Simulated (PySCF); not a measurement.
Assignment exercise: C₃H₃F₃O

Mapped SMILES: `[O:1]=[CH:2][CH2:3][C:4]([F:5])([F:6])[F:7]` (H(Xn): hydrogen on atom n).

Fast rotation and ring inversion assumed for equivalent nuclei, non-relativistic Hamiltonian, isolated molecule, one conformer. J couplings at B3LYP/pcJ-1 (spin–dipole term only in couplings to heteroatoms); geometry: PBE0-D3(BJ)/def2-SVP; shielding tensors at CAM-B3LYP/pcSseg-2 (GIAO); PySCF 2.14.

Chemical shifts δ = σref − σ; TMS for ¹³C (σref 182.55), ¹H (σref 31.34), all at this level.

**Question.** Assign these signals to the numbered atoms. ¹³C{¹H} NMR (computed): δ 206.6 (q, J = 2.9 Hz), 136.1 (q, J = 344.3 Hz), 53.8 (q, J = 29.0 Hz).

**Answer.** 
206.6 → C2, aldehyde carbonyl carbon: low-lying n→π* states of the double bond to the heteroatom give a large paramagnetic term (-272 ppm)
136.1 → C4, CF3 carbon: 3 electronegative neighbours deshield it
53.8 → C3, sp3 CH2 α to a carbonyl: the adjacent C=O deshields it moderately

**Question.** Assign these signals to the numbered atoms. ¹H NMR (600 MHz, computed): δ 9.94 (tq, J = 3.2, 1.8 Hz, 1H), 2.86 (qd, J = 11.0, 3.2 Hz, 2H).

**Answer.** 
| δ (ppm) | atoms | environment | reason |
| --- | --- | --- | --- |
| 9.94 | H(C2) | hydrogen on an aldehyde carbonyl carbon | deshielded by the polar, anisotropic C=O bond |
| 2.86 | H(C3) | hydrogen on an sp3 CH2 α to a carbonyl | α to C=O |

Common functionals overestimate the size of one-bond C–F couplings by tens of Hz; these are unscaled. Splittings below 1 Hz are ignored in the labels, and close J values are merged. Unscaled 3J(H,H) at this level run about 10 % above measured values. Shifts are as computed, not scaled to solution data. Of 1211 compounds with measured shifts, 218 miss one by over three times the rms of a fit or turn the order of signals round; such compounds aren't used in these exercises. Couplings across =CH–CH2 type bonds come from one rotamer and its mirror image, and can be 1–2 Hz further off.
